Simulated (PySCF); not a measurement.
**Correlation energy of Ge (germanium, neutral)**

[Ar] 3d10 4s2 4p2, high-spin 3P determinant. All numbers are calculated (PySCF 2.14, the non-relativistic Hamiltonian (point nucleus), in pcseg-2 (6s5p3d1f, 43 functions)). Frozen: [Ar] 3d10; 4 electrons correlated.

MP2 pair energies summed by pair of shells (mhartree):

```tsv
pair	energy	share (%)
4s-4p	-29.78	59.9
4s-4s	-15.19	30.5
4p-4p	-4.75	9.5
```

Total MP2 correlation energy: -49.72 mhartree.

Same-spin part -8.52 and opposite-spin part -41.20 mhartree; SCS-MP2 scales them by 1/3 and 6/5 to -52.28 mhartree.

```csv
level,correlation energy (mhartree)
CCSD,-64.62
(T),-1.77
CCSD(T),-66.39
```

Diagnostics: T1 = 0.0090, D1 = 0.0240, largest double amplitude 0.085.

Cost of the coupled-cluster step: 0.35 s of wall time on 1 thread of Neoverse-V1 (shared host), for 4 correlated electrons.

Iterations:

```
CC2 = 0
CCSD nocc = (np.int64(3), np.int64(1)), nmo = (29, 29)
frozen orbitals [[0, 1, 2, 3, 4, 5, 6, 7, 8, 9, 10, 11, 12, 13], [0, 1, 2, 3, 4, 5, 6, 7, 8, 9, 10, 11, 12, 13]]
max_cycle = 100
direct = 0
conv_tol = 1e-08
conv_tol_normt = 1e-06
diis_space = 8
diis_start_cycle = 0
Init t2, MP2 energy = -0.0497169749416264
Init E_corr(UCCSD) = -0.0497169749417879
cycle = 1  E_corr(UCCSD) = -0.0601986405851729  dE = -0.0104816656  norm(t1,t2) = 0.0479733
cycle = 2  E_corr(UCCSD) = -0.0629814506362507  dE = -0.00278281005  norm(t1,t2) = 0.018042
cycle = 3  E_corr(UCCSD) = -0.0646140855741062  dE = -0.00163263494  norm(t1,t2) = 0.00828425
cycle = 4  E_corr(UCCSD) = -0.0646101133198879  dE = 3.97225422e-06  norm(t1,t2) = 0.0015591
cycle = 5  E_corr(UCCSD) = -0.0646183556399414  dE = -8.24232005e-06  norm(t1,t2) = 0.000226425
cycle = 6  E_corr(UCCSD) = -0.0646158873149378  dE = 2.468325e-06  norm(t1,t2) = 4.83009e-05
cycle = 7  E_corr(UCCSD) = -0.0646171804233883  dE = -1.29310845e-06  norm(t1,t2) = 6.89096e-06
cycle = 8  E_corr(UCCSD) = -0.0646168140658934  dE = 3.66357495e-07  norm(t1,t2) = 1.58905e-06
cycle = 9  E_corr(UCCSD) = -0.0646168464599196  dE = -3.23940262e-08  norm(t1,t2) = 2.8433e-07
cycle = 10  E_corr(UCCSD) = -0.06461685045002  dE = -3.99010043e-09  norm(t1,t2) = 7.57504e-08
UCCSD converged
E(UCCSD) = -2075.397505028574  E_corr = -0.06461685045002004
UCCSD(T) correction = -0.00176867378674348
```
